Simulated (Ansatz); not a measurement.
trans-NiI2(PH3)2 (NiP₂H₆I₂). Charge 0, multiplicity 1. Geometry r2SCAN-D4/def2-SVP, basis def2-TZVP, Ansatz.

```json
{"run": "A", "HOMO (eV)": "-5.11", "LUMO (eV)": "-3.67"}
{"run": "B", "HOMO (eV)": "-9.10", "LUMO (eV)": "-0.81"}
{"run": "C", "HOMO (eV)": "-6.65", "LUMO (eV)": "-2.68"}
{"run": "D", "HOMO (eV)": "-6.01", "LUMO (eV)": "-3.23"}
{"run": "E", "HOMO (eV)": "-5.37", "LUMO (eV)": "-3.61"}
```

In the def2 sets I takes a core potential; there is no spin–orbit coupling. LC-ωPBE has ω = 0.4 bohr⁻¹. No other spin state of charge 0 was run.

Task: The runs used LC-ωPBE, PBE, PBE0, r2SCAN, r2SCANh. Estimate which is which.

Result: A PBE (0 % exact exchange); B LC-ωPBE (range-separated); C PBE0 (25 % exact exchange); D r2SCANh (10 % exact exchange); E r2SCAN (0 % exact exchange). Exact exchange lowers occupied and raises empty levels; among semilocal functionals meta-GGAs tend to open the gap a little, and such runs are hard to tell apart. The gap grows from 1.44 eV (PBE) to 8.30 eV (LC-ωPBE). The restricted singlet is unstable towards broken spin symmetry in Hartree–Fock (as tested in another run); at LC-ωPBE/def2-TZVP, PBE0-D4/def2-TZVP, r2SCANh-D4/def2-TZVP, r2SCAN-D4/def2-TZVP this wasn't settled.
